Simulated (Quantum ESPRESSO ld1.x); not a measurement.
Q: Coherent X-ray form factor from a spherical all-electron density. All-electron calculation, Dirac Kohn-Sham, PBE, spin-unpolarised, spherical densities, point nucleus. Program: ld1.x of Quantum ESPRESSO 7.5.

sin(theta)/lambda (1/angstrom)  f0 (electrons)
0.05                                    37.455
0.1                                     35.967
0.15                                    33.882
0.2                                     31.558
0.25                                    29.256
0.3                                     27.126
0.4                                     23.575
0.5                                     20.864
0.6                                     18.678
0.8                                     14.996
1                                       11.893
1.25                                     9.028
1.5                                      7.259
2                                        5.566

The species is in the configuration that NIST lists as its ground one. Which atom or ion scatters so?

A: The zirconium ion Zr2+, [Kr] 4d2. Extrapolating in s^2 from the first two rows gives f0(0) = 38.0, near the electron count 38; among species with that count, the fall with angle is slower the higher Z, and the table is that of Z = 40; from so few rows the species is fixed only to a neighbour or two.
